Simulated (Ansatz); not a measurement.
**Cost against result**

Saddle point of BSiH$_{4}$SF, closed shell (BSiH₄SF ([F][B]([SiH3])[SH]) → SiH₄ + BSF; bonds formed: Si2–H4; bonds broken: B1–Si2, S3–H4), PBE0-D4/def2-TZVP structure:

B1  (-0.855, 0.918, 0.071)
Si2  (0.662, -0.767, 0.152)
S3  (-1.260, 1.770, -1.350)
H4  (-0.179, 0.443, -0.977)
F5  (-1.205, 0.938, 1.351)
H6  (-0.152, -1.877, 0.702)
H7  (1.360, -1.193, -1.088)
H8  (1.629, -0.231, 1.139)
(Å)

Barriers are electronic and count from the start structure reached by relaxing down the imaginary mode.

Ansatz 0.2.0; basis: as named in each row; cores frozen in the correlated methods. B3LYP uses VWN-RPA correlation. Extrapolation: Hartree–Fock as exp(−7.88 √X), correlation as X^−2.97.

Times are rough, for one single point on 4 threads of a shared host (Arm Neoverse V2).

The estimate by CCSD(T) at an estimated basis limit (MP2 extrapolated from triple and quadruple zeta, plus CCSD(T) − MP2 in triple zeta) is 2.141 eV.

| method | basis | time (s) | barrier (eV) | method less estimate |
| --- | --- | --- | --- | --- |
| HF | STO-3G | under 1 | 5.201 | 3.060 |
| PBE-D4 | STO-3G | under 1 | 3.145 | 1.004 |
| SPW92 | def2-SVP | under 1 | 1.621 | -0.520 |
| B3LYP-D4 | 6-31G | under 1 | 2.237 | 0.096 |
| PBE-D4 | def2-SVP | under 1 | 1.761 | -0.380 |
| PBE0-D4 | def2-SVP | under 1 | 2.027 | -0.114 |
| SPW92 | def2-TZVPP | under 1 | 1.611 | -0.530 |
| CCSD(T) | def2-SVP | 1 | 2.281 | 0.140 |
| PBE-D4 | def2-TZVPP | 1 | 1.743 | -0.398 |
| BLYP-D4 | def2-TZVPP | 1 | 1.881 | -0.261 |
| B3LYP-D4 | def2-TZVPP | 2 | 2.074 | -0.068 |
| PBE0-D4 | def2-TZVPP | 2 | 1.995 | -0.147 |
| BHLYP-D4 | def2-TZVPP | 2 | 2.379 | 0.238 |
| CAM-B3LYP-D4 | def2-TZVPP | 2 | 2.236 | 0.095 |
| r2SCAN-D4 | def2-TZVPP | 2 | 1.881 | -0.260 |
| wB97M-V | def2-SVP | 3 | 2.210 | 0.068 |
| r2SCAN0-D4 | def2-TZVPP | 3 | 2.062 | -0.079 |
| RPA on PBE | def2-TZVPP | 3 | 2.168 | 0.027 |
| PBE-QIDH | def2-TZVPP | 3 | 2.134 | -0.007 |
| B2PLYP | def2-TZVPP | 4 | 2.095 | -0.046 |
| B97M-V | def2-TZVPP | 4 | 1.954 | -0.188 |
| wB97X-V | def2-TZVPP | 5 | 2.286 | 0.145 |
| wB97M-V | def2-TZVPP | 6 | 2.178 | 0.037 |
| MP2 | def2-QZVPP | 10 | 2.017 | -0.124 |
| CCSD(T) | def2-TZVPP | 33 | 2.178 | 0.037 |

All methods are single points on the PBE0-D4 structures.

The T1 diagnostic stays at or below 0.019.

Labels in which every atom is bracketed show which atoms are joined, not bond orders.
